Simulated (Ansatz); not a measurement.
A nudged elastic band was laid between two geometries of GeH4NO (7 atoms, charge -1, multiplicity 1).

These are results of Ansatz 0.2.0, RKS PBE0-D4/def2-SVP, not measurements.

```json
{
 "movable images": "1",
 "climbing image": "no",
 "spring": "5.0 eV/Å²",
 "optimiser": "quadratic models (default)",
 "start path": "through a guess of the saddle point",
 "force threshold": "0.03 eV/Å",
 "iteration limit": "60",
 "end points": "relaxed"
}
```

Image 0:

```xyz
7
Properties=species:S:1:pos:R:3
N -1.503 -0.460 -0.223
Ge -0.047 0.409 0.244
O 1.530 -0.534 -0.033
H -1.530 -0.467 -1.253
H 0.413 1.788 -0.403
H -0.060 0.699 1.791
H 1.197 -1.435 -0.123
```

Image 2:

```xyz
7
Properties=species:S:1:pos:R:3
N -0.375 0.039 -0.372
Ge -0.883 1.665 0.109
O 1.143 -1.676 1.061
H -0.582 -0.170 -1.353
H -1.547 2.238 -1.307
H 1.744 -0.981 1.347
H 0.500 -1.115 0.515
```

(1) Which bonds break or form, and what moves?

(2) Give the energies along the band, and the barrier.

(3) What is the geometry of the highest image?

## Answers

(1) Bonds broken: Ge2–O3, Ge2–H6. Bonds formed: O3–H6. GeH4NO becomes GeH2N + H2O.

(2) The run converged. The highest image is number 1 of 0 to 2, 0.53 eV above the first end and 0.33 eV above the last; the last end lies 0.20 eV above the first. No image climbed, so the highest image needn't sit at the top of the path. A band with more images between the same ends climbed to 2.17 eV, so this one has probably stepped over the top. So few images can step over the top or miss a turn of the path. The orbitals stay closed-shell, which can raise the energy where a bond breaks towards radicals; this wasn't checked here. Limits of this set-up: an anion without diffuse functions, the dipole of an ion depends on the origin.

```tsv
image	path coordinate (Å)	energy (eV)	Ge2–O3 (Å)	Ge2–H6 (Å)	O3–H6 (Å)
0	0.00	0.00	1.86	1.57	2.72
1	2.41	0.53	3.08	2.63	0.97
2	4.82	0.20	4.02	3.93	0.96
```

(3) 
```xyz
7
Properties=species:S:1:pos:R:3
N -1.283 -0.476 -0.290
Ge -0.825 1.068 0.459
O 1.577 -0.857 0.541
H -1.175 -0.427 -1.312
H -0.261 2.005 -0.795
H 1.264 -0.305 1.275
H 0.702 -1.008 0.121
```

Time of the run: 64 s on 1 thread of Intel(R) Xeon(R) Platinum 8375C CPU @ 2.90GHz (Ice Lake), on a shared host, peak memory 0.17 GiB.
